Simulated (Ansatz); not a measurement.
`C[SiH2]OCO`. Total charge 0; spin multiplicity 1. The structure was optimised at the PBE0-D4/def2-TZVP level. It is one conformer, not always the lowest.

```xyz
13

C     0.449    1.983   -1.059
Si    0.680    0.479    0.005
O    -0.755   -0.353   -0.022
C    -0.850   -1.703    0.322
O    -0.411   -1.961    1.621
H     1.357    2.592   -1.060
H    -0.371    2.599   -0.683
H     0.222    1.702   -2.090
H     1.036    0.884    1.392
H     1.758   -0.406   -0.520
H    -1.899   -1.987    0.185
H    -0.215   -2.316   -0.326
H    -1.001   -1.512    2.234
```

Problem. What is the dipole moment at B3LYP/def2-TZVPP? (Estimate.)

Solution. Computed: 1.08 D, with components (-0.89, 0.57, -0.22) D in this frame, pointing from negative to positive charge.

Problem. And with PBE, r2SCAN, ωB97M-V? (Best estimate.)

Solution. Ansatz gave: PBE 1.11 D, r2SCAN 1.12 D, ωB97M-V 1.09 D.

Problem. Give the Mulliken charges with B3LYP, r2SCAN, PBE in def2-TZVPP. (An estimate is asked.)

Solution. The calculation gave: 
```tsv
atom	B3LYP	r2SCAN	PBE
C1	-0.37	-0.29	-0.36
Si2	0.49	0.49	0.40
O3	-0.40	-0.41	-0.32
C4	0.15	0.26	0.10
O5	-0.34	-0.36	-0.30
H6	0.10	0.07	0.10
H7	0.10	0.08	0.11
H8	0.10	0.08	0.11
H9	-0.10	-0.10	-0.09
H10	-0.10	-0.10	-0.09
H11	0.10	0.05	0.09
H12	0.08	0.04	0.07
H13	0.19	0.20	0.19
```

B3LYP here is the variant with VWN-RPA as its local correlation; programs differ in this.
